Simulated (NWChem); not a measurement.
System meant: SnH$_{3}$OF; SMILES [OH][SnH2][F]

The following NWChem deck was run.

```
start job
memory heap 200 mb stack 900 mb global 1100 mb
geometry units angstroms noautoz
  Sn    -0.260536     0.011916    -0.029857
  O      1.133345    -1.373181    -0.194024
  F      0.680084     1.710130    -0.066418
  H     -1.184877    -0.100710    -1.451455
  H     -1.022008    -0.022977     1.499422
  H      1.783559    -1.340040     0.517244
end
basis spherical
  * library def2-svp
end
ecp
  Sn library def2-ecp
end
dft
  xc xpbe96 cpbe96
  iterations 4
  mulliken
end
task dft energy
```

End of the output:

```
    Atom       Charge   Shell Charges
 -----------   ------   -------------------------------------------------------
    1 Sn  22    21.37   1.18  0.77  0.74  0.39  3.01  2.85  1.28  0.70  9.45  1.00
    2 O    8     8.24   1.97  0.90  0.64  2.64  2.07  0.01
    3 F    9     9.31   1.98  1.04  0.81  3.20  2.28  0.00
    4 H    1     1.07   0.59  0.45  0.03
    5 H    1     1.08   0.60  0.46  0.03
    6 H    1     0.93   0.56  0.18  0.19

 center of mass
 --------------
 x =  -0.04345928 y =   0.03668697 z =  -0.00901599

 moments of inertia (a.u.)
 ------------------
         330.353908262902          -0.000000000000          -0.000000000000
          -0.000000000000         169.247371408700          -0.000000000000
          -0.000000000000          -0.000000000000         464.395315683505

     Multipole analysis of the density
     ---------------------------------

     L   x y z        total         alpha         beta         nuclear
     -   - - -        -----         -----         ----         -------
     0   0 0 0      0.000000    -21.000000    -21.000000     42.000000

     1   1 0 0     -0.574288     -7.913947     -7.913947     15.253606
     1   0 1 0     -0.433221     -0.298470     -0.298470      0.163719
     1   0 0 1      0.434695      0.168139      0.168139      0.098418

     2   2 0 0    -25.683009    -49.078883    -49.078883     72.474757
     2   1 1 0     -1.843053      2.609714      2.609714     -7.062482
     2   1 0 1      1.818113     -0.027036     -0.027036      1.872185
     2   0 2 0    -30.607632    -93.587366    -93.587366    156.567101
     2   0 1 1     -1.599327     -0.024045     -0.024045     -1.551237
     2   0 0 2    -25.870437    -21.624326    -21.624326     17.378215

 ------------------------------------------------------------------------
 dft energy failed                                                                                  0
 ------------------------------------------------------------------------
 ------------------------------------------------------------------------
  current input line :
    22: task dft energy
 ------------------------------------------------------------------------
 ------------------------------------------------------------------------
 This type of error is most commonly associated with calculations not reaching convergence criteria
 ------------------------------------------------------------------------
 For more information see the NWChem manual at https://nwchemgit.github.io

0:dft energy failed:Received an Error in Communication
```

Problem. Can this run be used? If not, why, and what is the fix?

Solution. Convergence was not reached. Cause: the SCF was allowed too few iterations. This input runs:
```
start job
memory heap 200 mb stack 900 mb global 1100 mb
geometry units angstroms noautoz
  Sn    -0.260536     0.011916    -0.029857
  O      1.133345    -1.373181    -0.194024
  F      0.680084     1.710130    -0.066418
  H     -1.184877    -0.100710    -1.451455
  H     -1.022008    -0.022977     1.499422
  H      1.783559    -1.340040     0.517244
end
basis spherical
  * library def2-svp
end
ecp
  Sn library def2-ecp
end
dft
  xc xpbe96 cpbe96
  iterations 150
  mulliken
end
task dft energy
```
It converges to -390.85892 Ha (PBE/def2-SVP with def2 effective core potentials on Sn).
